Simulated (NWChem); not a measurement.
Species: C$_{2}$H$_{6}$BeIN; SMILES [Be]([I])[N](C)C

```xyz
11

Be     0.0003     0.7925     0.0000
I      0.0008    -1.3895     0.0000
N     -0.0001     2.2943     0.0000
C     -0.0001     3.0883     1.2055
C     -0.0001     3.0883    -1.2055
H     -0.8908     3.7441     1.2655
H      0.8915     3.7427     1.2666
H     -0.0012     2.4495     2.1029
H      0.8915     3.7427    -1.2666
H     -0.8908     3.7441    -1.2655
H     -0.0012     2.4495    -2.1029
```
Atoms are numbered in this order, from 1.

Results from NWChem. STO-3G and 3-21G are far too small for this property and stand as cheap habits. Coordinates come from a PBE0/def2-SVP optimisation. Not confirmed as a minimum by frequencies. def2 effective core potentials on I; no spin-orbit coupling. Field at 589 nm.

For level B3LYP/STO-3G (all-electron, non-relativistic):

```yaml
isotropic polarisability (bohr³): 38.0
anisotropy (bohr³): 50.7
```

**Question.** Estimate the same quantities for level B3LYP/def2-SVP (core potentials).

**Answer.** isotropic polarisability (bohr³): 74.4
anisotropy (bohr³): 49.4
